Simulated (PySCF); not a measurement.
PySCF input file for C2H6N2Si, SMILES C#C[SiH](N)N, r2SCAN-D4/def2-SVP. The structure is a stationary point at r2SCAN-D4/def2-SVP. This is a generated structure with no PubChem entry under its InChIKey; it may be hypothetical. The values are those of a single conformer.

```python
import numpy as np
from pyscf import gto, scf, dft, df
from pyscf.hessian import thermo

mol = gto.M(
    atom='''
    C     2.58788391   -0.30064054    0.09471763
    C     1.38035459   -0.13246366    0.18260204
    Si   -0.45270233    0.06402627    0.34000504
    N    -1.41932645   -1.23251620   -0.25218202
    N    -0.80502473    1.45767342   -0.60716955
    H     3.65050487   -0.44832897    0.01607819
    H    -0.74620604    0.10010814    1.80629603
    H    -1.34600333   -1.50876860   -1.22728298
    H    -1.59646856   -2.03633333    0.34202591
    H    -0.11262999    2.19333266   -0.70178830
    H    -1.75033697    1.82614676   -0.64385640
    ''',
    basis='def2-SVP',
    charge=0,
    spin=0,
    max_memory=1600,
    verbose=3,
)
mf = dft.RKS(mol, xc='r2scan').density_fit(auxbasis='def2-universal-jkfit')
mf.disp = 'd4'
mf.grids.level = 4
mf.conv_tol = 1e-11
mf.max_cycle = 100
mf.kernel()

# [left out here: the lines that compute and print the analytic Hessian (its translational invariance restored by hand, since the grid's response is missing), thermochemistry and intensities]
```

Log of the run:

```
[...]
Mode                                 6                   7                   8
Irrep
Freq [cm^-1]                      378.6061            402.8816            442.1019
Reduced mass [au]                   2.1223              1.9576              1.5111
Force const [Dyne/A]                0.1792              0.1872              0.1740
Char temp [K]                     544.7299            579.6569            636.0862
Normal mode                   x     y     z       x     y     z       x     y     z
       0   C                 0.05  0.01 -0.02    0.02 -0.00 -0.02    0.02 -0.01  0.00
       1   C                 0.04 -0.10  0.13    0.03  0.01  0.10    0.03  0.06 -0.02
       2  Si                 0.02  0.01 -0.04   -0.00 -0.01 -0.07    0.01 -0.01  0.02
       3   N                 0.01  0.02 -0.02   -0.09 -0.03  0.04   -0.11  0.05 -0.04
       4   N                -0.10  0.02  0.02    0.01  0.06  0.05   -0.01 -0.05 -0.02
       5   H                 0.05  0.09 -0.12    0.02 -0.00 -0.10    0.02 -0.05  0.02
       6   H                -0.07  0.06 -0.06   -0.01 -0.04 -0.07   -0.01 -0.01  0.01
       7   H                -0.00 -0.09  0.01   -0.06 -0.08  0.05    0.66 -0.25  0.09
       8   H                -0.25  0.14  0.06    0.57 -0.16  0.07    0.17  0.03  0.03
       9   H                -0.07 -0.07 -0.44   -0.02  0.08 -0.01    0.04 -0.10 -0.07
      10   H                -0.09  0.07  0.28   -0.03 -0.09 -0.29    0.03  0.09  0.27
Mode                                 9                  10                  11
Irrep
Freq [cm^-1]                      594.3504            708.4567            716.1166
Reduced mass [au]                   5.7564              1.2892              1.2928
Force const [Dyne/A]                1.1981              0.3812              0.3906
Char temp [K]                     855.1379           1019.3115           1030.3324
Normal mode                   x     y     z       x     y     z       x     y     z
       0   C                -0.15  0.02  0.01    0.01  0.03  0.13   -0.01 -0.13  0.03
       1   C                -0.13  0.02  0.03   -0.01 -0.01 -0.05    0.01  0.05 -0.01
       2  Si                 0.10 -0.02 -0.04    0.00  0.00  0.00   -0.00 -0.00  0.00
       3   N                 0.02  0.05  0.01   -0.00 -0.00 -0.00    0.00 -0.00  0.00
       4   N                 0.03 -0.03  0.02   -0.00  0.00 -0.00    0.00  0.00 -0.00
       5   H                -0.16  0.03 -0.00   -0.09 -0.21 -0.84    0.10  0.83 -0.22
       6   H                 0.12 -0.08 -0.02   -0.01 -0.02 -0.00   -0.01  0.02 -0.00
       7   H                -0.00 -0.03  0.03   -0.02 -0.02  0.00    0.00  0.01 -0.00
       8   H                 0.10  0.07  0.07    0.01  0.01  0.01   -0.01 -0.00 -0.00
       9   H                -0.06  0.03 -0.10   -0.00  0.00 -0.01   -0.01  0.01 -0.01
      10   H                -0.02 -0.13  0.13   -0.00  0.00  0.01   -0.00 -0.00  0.00
Mode                                12                  13                  14
Irrep
Freq [cm^-1]                      752.8036            772.4300            815.4579
Reduced mass [au]                   1.2347              1.1789              2.6260
Force const [Dyne/A]                0.4122              0.4144              1.0289
Char temp [K]                    1083.1168           1111.3548           1173.2624
Normal mode                   x     y     z       x     y     z       x     y     z
       0   C                 0.01 -0.01 -0.00    0.01 -0.00 -0.00   -0.01  0.00 -0.00
       1   C                 0.01 -0.02 -0.00    0.01  0.01 -0.05   -0.01  0.00  0.00
       2  Si                -0.03  0.01  0.02   -0.01  0.01  0.02    0.04 -0.00  0.07
       3   N                 0.05  0.07 -0.03   -0.00 -0.00 -0.03   -0.06 -0.09 -0.03
       4   N                -0.02 -0.03 -0.03    0.07 -0.02  0.02    0.01  0.12 -0.09
       5   H                 0.02  0.04  0.02    0.02 -0.01  0.06   -0.01  0.00  0.02
       6   H                 0.02 -0.62  0.05   -0.59  0.12 -0.10    0.16 -0.34  0.10
       7   H                -0.24 -0.24  0.04   -0.24 -0.12 -0.01   -0.05 -0.10 -0.03
       8   H                 0.29  0.26  0.30    0.17  0.06  0.12   -0.06 -0.11 -0.05
       9   H                 0.08 -0.11  0.04   -0.21  0.20 -0.21   -0.15  0.26 -0.24
      10   H                 0.04  0.12 -0.05   -0.07 -0.34  0.30   -0.05 -0.02  0.07
Mode                                15                  16                  17
Irrep
Freq [cm^-1]                      889.2346            896.7817            957.0141
Reduced mass [au]                   1.9818              1.8944              1.6381
Force const [Dyne/A]                0.9233              0.8976              0.8839
Char temp [K]                    1279.4106           1290.2691           1376.9303
Normal mode                   x     y     z       x     y     z       x     y     z
       0   C                -0.02  0.00 -0.00    0.01 -0.00 -0.00   -0.00 -0.00  0.00
       1   C                -0.01 -0.01 -0.01    0.00  0.00  0.02   -0.00 -0.01 -0.00
       2  Si                 0.07  0.05  0.04   -0.04  0.08 -0.02    0.03  0.09 -0.03
       3   N                -0.05 -0.07 -0.09   -0.02 -0.05 -0.04   -0.04 -0.05  0.04
       4   N                -0.05 -0.03  0.01    0.06 -0.08  0.05   -0.00 -0.06  0.02
       5   H                -0.01  0.02  0.02    0.01  0.01 -0.02   -0.00  0.03 -0.00
       6   H                -0.10  0.33 -0.01    0.59  0.02  0.11   -0.36 -0.52 -0.08
       7   H                -0.28 -0.30 -0.04   -0.08 -0.12 -0.03    0.14  0.15 -0.01
       8   H                 0.05  0.03  0.09   -0.02 -0.01  0.02   -0.19 -0.20 -0.20
       9   H                 0.15 -0.19  0.19   -0.05  0.00 -0.06    0.07 -0.11  0.11
      10   H                 0.05  0.20 -0.18   -0.01 -0.25  0.22    0.02 -0.01  0.01
Mode                                18                  19                  20
Irrep
Freq [cm^-1]                     1530.9168           1538.6415           2125.6286
Reduced mass [au]                   1.1270              1.1199              5.8916
Force const [Dyne/A]                1.5563              1.5621             15.6841
Char temp [K]                    2202.6485           2213.7625           3058.3063
Normal mode                   x     y     z       x     y     z       x     y     z
       0   C                 0.00  0.00 -0.00    0.00  0.00 -0.00    0.17 -0.02 -0.01
       1   C                 0.00 -0.00  0.00    0.00 -0.00  0.00   -0.21  0.03  0.02
       2  Si                 0.00  0.01 -0.01   -0.01 -0.00 -0.00    0.01 -0.00 -0.00
       3   N                -0.01 -0.02 -0.01    0.03  0.07  0.03    0.00  0.00 -0.00
       4   N                 0.02 -0.08  0.03    0.01 -0.02  0.01    0.00 -0.00  0.00
       5   H                 0.00 -0.00 -0.00    0.00 -0.00 -0.00    0.30 -0.04 -0.02
       6   H                -0.00  0.00 -0.01    0.02 -0.00 -0.01   -0.00  0.00  0.03
       7   H                 0.06  0.17 -0.05   -0.18 -0.58  0.19   -0.00 -0.00 -0.00
       8   H                 0.01  0.10  0.15   -0.06 -0.34 -0.54   -0.00 -0.00 -0.00
       9   H                -0.49  0.40 -0.11   -0.15  0.12 -0.04    0.00  0.00 -0.00
      10   H                 0.26  0.56 -0.14    0.08  0.16 -0.04    0.00 -0.00 -0.00
Mode                                21                  22                  23
Irrep
Freq [cm^-1]                     2198.1349           3458.1201           3573.0617
Reduced mass [au]                   1.0412              1.1570              1.0505
Force const [Dyne/A]                2.9640              8.1520              7.9015
Char temp [K]                    3162.6267           4975.4648           5140.8402
Normal mode                   x     y     z       x     y     z       x     y     z
       0   C                -0.01  0.00  0.00    0.10 -0.01 -0.01    0.00 -0.00 -0.00
       1   C                 0.01 -0.00 -0.00   -0.03  0.00  0.00    0.00  0.00  0.00
       2  Si                 0.01 -0.00 -0.03    0.00 -0.00 -0.00    0.00  0.00  0.00
       3   N                 0.00  0.00 -0.00   -0.00  0.00  0.00   -0.01 -0.05 -0.02
       4   N                 0.00 -0.00 -0.00    0.00 -0.00  0.00   -0.00  0.00 -0.00
       5   H                -0.01  0.00  0.00   -0.91  0.13  0.07   -0.00  0.00  0.00
       6   H                -0.19  0.03  0.96   -0.00  0.00 -0.00   -0.00  0.00  0.00
       7   H                -0.00 -0.01 -0.00    0.00 -0.00 -0.00   -0.05  0.18  0.70
       8   H                -0.00 -0.00 -0.01   -0.00 -0.00  0.00    0.12  0.50 -0.39
       9   H                -0.00  0.00 -0.01    0.00  0.00 -0.00   -0.01 -0.01  0.00
      10   H                 0.00  0.00 -0.00   -0.00  0.00 -0.00    0.01 -0.01  0.00
Mode                                24                  25                  26
Irrep
Freq [cm^-1]                     3581.5383           3677.0776           3687.6612
Reduced mass [au]                   1.0502              1.0956              1.0963
Force const [Dyne/A]                7.9368              8.7276              8.7839
Char temp [K]                    5153.0363           5290.4959           5305.7234
Normal mode                   x     y     z       x     y     z       x     y     z
       0   C                -0.00  0.00  0.00    0.00 -0.00  0.00    0.00  0.00 -0.00
       1   C                 0.00  0.00  0.00    0.00  0.00  0.00   -0.00  0.00  0.00
       2  Si                -0.00  0.00 -0.00    0.00 -0.00  0.00   -0.00 -0.00 -0.00
       3   N                -0.00 -0.00 -0.00   -0.01 -0.03  0.07   -0.00 -0.00  0.00
       4   N                 0.02 -0.05  0.01    0.00  0.00 -0.00   -0.08 -0.02  0.00
       5   H                 0.00 -0.00 -0.00   -0.00  0.00 -0.00   -0.00  0.00  0.00
       6   H                -0.00  0.00 -0.00    0.00  0.00 -0.00   -0.00  0.00 -0.00
       7   H                -0.00  0.00  0.02    0.04 -0.18 -0.60    0.00 -0.01 -0.03
       8   H                 0.00  0.01 -0.01    0.13  0.57 -0.41    0.01  0.03 -0.02
       9   H                 0.46  0.46 -0.07   -0.02 -0.03  0.00    0.47  0.51 -0.07
      10   H                -0.67  0.25 -0.03   -0.03  0.01 -0.00    0.59 -0.24  0.03
temperature 298.1500 [K]
pressure 101325.00 [Pa]
Rotational constants [GHz] 6.21071 2.77341 2.12303
Symmetry number 1
Zero-point energy (ZPE) 0.08008 [Eh]   210250.678 [J/mol]
                           tot       elec      trans        rot        vib
Entropy [J/mol/K]       344.808      0.000    164.324    111.199     69.285
Cv [J/mol/K]            113.661      0.000     12.472     12.472     88.718
Cp [J/mol/K]            121.976      0.000     20.786     12.472     88.718
Internal energy [J/mol]                      3718.434   3718.434 222743.882
Internal energy [Eh]   -478.35821  -478.44589
Enthalpy [J/mol]                             6197.391   3718.434 222743.882
Enthalpy [Eh]          -478.35727
Gibbs free energy [J/mol]                  -42795.674 -29435.695 202086.506
Gibbs free energy [Eh] -478.39643
mode   freq/cm-1   IR/(km/mol)
   1      124.72         1.363
   2      159.12         2.479
   3      215.83         1.643
   4      259.53        14.447
   5      333.02        96.316
   6      361.94        69.023
   7      378.61        15.633
   8      402.88       104.444
   9      442.10       190.083
  10      594.35        59.228
  11      708.46        32.255
  12      716.12        29.110
  13      752.80        43.820
  14      772.43        13.009
  15      815.46        24.786
  16      889.23       131.816
  17      896.78       191.688
  18      957.01       228.757
  19     1530.92        82.654
  20     1538.64        31.043
  21     2125.63        28.055
  22     2198.13       178.005
  23     3458.12        45.378
  24     3573.06        25.194
  25     3581.54        32.586
  26     3677.08        28.783
  27     3687.66        32.274
max |gradient| / (hartree/bohr): 0.00027283339401488864
APT charges: [-0.2444 -0.5172  1.8178 -0.8358 -0.8491  0.2148 -0.3432  0.1913  0.1847
  0.1882  0.1938]
```

The calculation finished and met its thresholds.
